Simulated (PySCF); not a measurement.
# 15N chemical shifts

How the numbers were obtained: shieldings: GIAO PBE0/pcSseg-1, structure optimised with GFN2-xTB, in PySCF 2.14 (non-relativistic Hamiltonian, no solvent model, rapidly exchanging positions averaged, a single conformation).

Shieldings were converted by a linear fit to measured shifts: 15N: δ = -148.07 − 0.921σ (rms 6.3 ppm, 71 shifts vs CH3NO2, solution or neat liquid). A few per cent of atoms miss by over 2 rms, more outside the fitted compound classes.

Give the 15N shifts of `CNC(=O)/C=C\C#N`, `C=C(F)C[SiH2]CN[SiH3]`, `C=C(F)C[Si@@](C)(N)[SiH3]`, `C#C[SiH2]O[Si@@]1(C)CCN1`, `CCO[C@H]1N=C1C#N`.

## Answers


```json
{"compound": "[CH3:1][NH:2][C:3](=[O:4])/[CH:5]=[CH:6]\\[C:7]#[N:8]", "environment": "N8: nitrile nitrogen", "δ (ppm)": "-86.1"}
{"compound": "[CH3:1][NH:2][C:3](=[O:4])/[CH:5]=[CH:6]\\[C:7]#[N:8]", "environment": "N2: amide-type nitrogen", "δ (ppm)": "-277.6"}
{"compound": "C=C(F)C[SiH2]CN[SiH3]", "environment": "nitrogen bonded to C, Si, H", "δ (ppm)": "-386.5"}
{"compound": "C=C(F)C[Si@@](C)(N)[SiH3]", "environment": "nitrogen bonded to Si, 2 H", "δ (ppm)": "-377.4"}
{"compound": "C#C[SiH2]O[Si@@]1(C)CCN1", "environment": "nitrogen bonded to C, Si, H, in a 4-membered ring", "δ (ppm)": "-332.7"}
{"compound": "[CH3:1][CH2:2][O:3][C@H:4]1[N:5]=[C:6]1[C:7]#[N:8]", "environment": "N5: imine nitrogen", "δ (ppm)": "12.8"}
{"compound": "[CH3:1][CH2:2][O:3][C@H:4]1[N:5]=[C:6]1[C:7]#[N:8]", "environment": "N8: nitrile nitrogen", "δ (ppm)": "-26.1"}
```
